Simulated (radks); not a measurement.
All-electron atom: Pb2+ in [Hg] (the NIST ground configuration). Method: scalar-relativistic Kohn-Sham, LDA (Slater exchange, Perdew-Wang correlation), spin-polarised, spherical densities, finite nucleus; Fermi nuclear charge, rms radius 5.5012 fm; computed with a radial shooting solver on a logarithmic mesh with Libxc functionals.

Normalised radial functions P(r) = r R(r), r in bohr:

r,4f,5p,6p
0.0006126,0.0000,0.0013,0.0004
0.0009665,0.0000,0.0028,0.0009
0.001525,0.0000,0.0059,0.0019
0.002406,0.0000,0.0123,0.0040
0.003796,0.0000,0.0257,0.0082
0.005989,0.0000,0.0523,0.0168
0.00945,0.0001,0.1018,0.0327
0.01491,0.0007,0.1826,0.0586
0.02352,0.0038,0.2811,0.0902
0.03711,0.0174,0.3190,0.1023
0.05856,0.0718,0.1404,0.0446
0.09239,0.2466,-0.2781,-0.0898
0.1458,0.6579,-0.4129,-0.1311
0.23,1.2478,0.2663,0.0893
0.3628,1.5290,0.6065,0.1847
0.5725,1.1231,-0.4879,-0.1824
0.9032,0.4527,-1.1978,-0.2783
1.425,0.0852,-0.6198,0.2731
2.248,0.0058,-0.1045,0.6904
3.547,0.0001,-0.0043,0.4842
5.597,0.0000,0.0000,0.1163
8.831,0.0000,0.0000,0.0067

4f: eigenvalue -150.21 eV, 0 radial nodes, <r> = 0.454 bohr, 90 % of the charge inside 0.721 bohr. 5p: eigenvalue -102.88 eV, 3 radial nodes at r = 0.0694, 0.200, 0.486 bohr, <r> = 0.976 bohr, 90 % of the charge inside 1.41 bohr. 6p (empty): eigenvalue -17.492 eV, 4 radial nodes at r = 0.0692, 0.199, 0.472, 1.18 bohr, <r> = 2.74 bohr, 90 % of the charge inside 3.99 bohr.
